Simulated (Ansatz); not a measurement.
A nudged elastic band was laid between two geometries of AsH3 + H6Si2 (12 atoms, charge 0, multiplicity 1).

All numbers below come from RKS PBE0-D4/def2-SVP (Ansatz 0.2.0).

```
movable images  : 5
climbing image  : yes
spring          : 5.0 eV/Å²
optimiser       : quadratic models (default)
start path      : through a guess of the saddle point
force threshold : 0.05 eV/Å
iteration limit : 60
end points      : relaxed
```

Image 0:

```xyz
12
Properties=species:S:1:pos:R:3
Si -1.069 -0.977 -0.679
Si 0.368 -1.262 1.157
H -0.327 -1.212 -1.956
H -2.190 -1.964 -0.589
H -1.649 0.400 -0.702
H 0.531 1.999 0.766
As 1.205 2.644 -0.440
H 1.712 -0.665 0.890
H -0.213 -0.613 2.373
H 0.546 -2.721 1.433
H -0.136 3.045 -1.044
H 1.220 1.326 -1.208
```

Image 6:

```xyz
12
Properties=species:S:1:pos:R:3
Si -1.271 0.205 -1.198
Si 1.061 -1.250 1.819
H -0.406 -0.707 -2.005
H -1.465 -0.388 0.161
H -2.608 0.324 -1.854
H 1.336 0.105 1.253
As -0.381 2.389 -0.946
H 2.225 -1.682 2.649
H -0.166 -1.192 2.668
H 0.855 -2.219 0.703
H -0.223 2.549 -2.457
H 1.044 1.865 -0.792
```

Problem. What changes between the two ends?

Solution. Bonds broken: Si1–Si2, H6–As7. Bonds formed: Si1–As7, Si2–H6. AsH3 + H6Si2 becomes AsH5Si + H4Si.

Problem. What energy profile does the band end with?

Solution. It converged. The highest image is number 3 of 0 to 6, 2.70 eV above the first end and 2.91 eV above the last; the last end lies 0.21 eV below the first. Neighbouring images differ by up to 2.7 eV, so the band resolves the path poorly. A vibrational analysis at the climbing image gives one clearly imaginary mode, 1269i cm⁻¹: a first-order saddle point. The orbitals stay closed-shell, which can raise the energy where a bond breaks towards radicals; this wasn't checked here.

```
image  path coordinate (Å)  energy (eV)  Si1–Si2 (Å)  H6–As7 (Å)  Si1–As7 (Å)
    0                 0.00         0.00         2.35        1.53         4.28
    1                 1.35         0.02         2.35        1.52         4.36
    2                 2.70         0.36         2.37        1.54         3.62
    3                 4.05         2.70         2.67        2.03         2.90
    4                 5.83        -0.02         3.60        2.60         2.39
    5                 7.59        -0.18         3.95        3.19         2.38
    6                 9.35        -0.21         4.08        3.61         2.37
```

Problem. What is the geometry of the highest image?

Solution. 
```xyz
12
Properties=species:S:1:pos:R:3
Si -0.749 -0.304 -0.749
Si 0.535 -1.101 1.452
H 0.142 -1.104 -1.634
H -1.755 -1.168 -0.026
H -1.643 0.609 -1.539
H 0.385 0.340 0.236
As 0.889 2.091 -0.662
H 1.993 -0.838 1.671
H -0.256 -0.599 2.617
H 0.280 -2.561 1.250
H -0.465 2.765 -0.467
H 0.644 1.869 -2.150
```

Time of the run: 7 min on 2 threads of Arm Neoverse V1 (shared host), peak memory 0.28 GiB.
